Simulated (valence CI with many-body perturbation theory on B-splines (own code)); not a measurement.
# Tl75+ in brief

Calculated by configuration interaction combined with many-body perturbation theory (CI+MBPT): four valence electrons over a frozen Dirac-Fock core [He], a basis of 11 s, 11 p, 10 d, 8 f, 5 g, 2 h functions for each j, with the one-electron correlation potential Σ1, the two-electron term Σ2, the three-electron term Σ3, Breit, model QED; selected CI, second order for the rest, scaled by the run's own slope (own B-spline code, finite nucleus).

The last digits are not significant, and no measured levels were compared; by estimate large intervals hold to a few tenths of a per cent, small ones and those within an open d or f shell to about a per cent. Among the levels kept, up to 1200 cm⁻¹ of a level comes from second order outside the variational space, and about a tenth of that is noise between levels of different J, which matters for small intervals.

Levels are named by their leading jj configuration (3d3/2^4 stands for four electrons in 3d with j = 3/2), which in mixed levels can hold well under half, so a name can repeat and another be missing.

Rates and lifetimes use the calculated energies. Strong lines usually hold to 10 to 20 %, long lifetimes can be off by a factor of two.

(1) What is the ground level?

(2) Name the longest-lived excited levels whose lifetime is computed, and their main decay.

(3) Among levels below 148880 × 10³ cm⁻¹, which E1 lines absorb most strongly from the ground level?

(4) How well does LS coupling describe the low levels?

(5) Where does the other parity begin?

(6) What is the ionisation energy?

## Answers

(1) (2s^2 2p1/2^2) J=0, composition 68 % 2s²2p² ³P + 32 % 2s²2p² ¹S.

(2) (2s^2 2p1/2 2p3/2) J=2 at 17536 × 10³ cm⁻¹ lives 2.12 ns, mostly by E2 to (2s^2 2p1/2^2) J=0; (2s 2p1/2^2 2p3/2) J=2 at 20231 × 10³ cm⁻¹ lives 23.5 ps, mostly by E1 to (2s^2 2p1/2 2p3/2) J=1; (2s^2 2p1/2 2p3/2) J=1 at 17390 × 10³ cm⁻¹ lives 16.6 ps, mostly by M1 to (2s^2 2p1/2^2) J=0.

(3) to (2s^2 2p1/2 3d3/2) J=1 at 0.08996 nm, f = 1.06; to (2s 2p1/2^2 2p3/2) J=1 at 0.4754 nm, f = 0.315; to (2s 2p1/2^2 3p1/2) J=1 at 0.09285 nm, f = 0.305.

(4) Among the lowest 20 levels the leading LS term, summed over configurations, holds 67 % on average. For single configurations the figures are 67 % in LS and 100 % in jj coupling. Terms mix most in the J = 1 level at 21034 × 10³ cm⁻¹, where the leading one holds 31 %.

(5) At (2s 2p1/2^2 2p3/2) J=2, 20231 × 10³ cm⁻¹.

(6) 22787 eV; NIST lists 22780 ± 100 eV (theoretical).
